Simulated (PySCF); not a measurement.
# Hartree-Fock beside MP2: ClFH2Si

All numbers below are calculated, not measured. The program is PySCF 2.14.0, an open-source quantum chemistry code, run on an isolated molecule that a program drew, which may never have been made. The molecule is ClFH2Si (charge 0, singlet), drawn as the SMILES string `F[SiH2]Cl`.

The geometry was optimised and harmonic frequencies were computed with HF and MP2, all in the cc-pV(D+d)Z basis, for the commonest isotopes, with a restricted reference for singlets and an unrestricted one otherwise, and a frozen core in MP2. Each result is a local minimum of its method.

Geometry at the HF minimum:
```xyz
5
ClFH2Si, angstrom
F    -2.1156    2.5244   -0.7868
Si   -2.0279    2.2757   -2.3688
Cl   -2.2703    0.2732   -2.7220
H    -0.6979    2.6825   -2.8221
H    -3.1210    3.0085   -3.0076
```

Lengths of the bonds as drawn, in Å (atoms numbered as above):
| bond | HF | MP2 |
|---|---|---|
| F1-Si2 | 1.604 | 1.623 |
| Si2-Cl3 | 2.048 | 2.045 |
| Si2-H4 | 1.463 | 1.468 |
| Si2-H5 | 1.463 | 1.468 |

Rotational constants, in GHz:
| constant | HF | MP2 |
|---|---|---|
| A | 20.08 | 20.08 |
| B | 4.069 | 4.012 |
| C | 3.526 | 3.484 |

Harmonic frequencies in cm^-1, each column in rising order, so a row needn't be the same motion in every method:
| rank | HF | MP2 |
|---|---|---|
| 1 | 262 | 251 |
| 2 | 579 | 577 |
| 3 | 685 | 656 |
| 4 | 790 | 756 |
| 5 | 906 | 871 |
| 6 | 995 | ? |
| 7 | 1040 | 995 |
| 8 | 2404 | 2345 |
| 9 | 2411 | 2359 |

**Estimate the missing MP2 frequency from the HF column.**

A single factor s that minimises the squared misfit of MP2 against s times HF over the other rows is sum(HF x MP2) / sum(HF^2) = 0.9736, with an rms misfit of 12 cm^-1. For rank 6 it gives 0.9736 x 995 = 969 cm^-1. The calculation gives 961 cm^-1, 8 cm^-1 below the estimate. The drawn bonds are on average 0.4 % longer in MP2 than in HF.
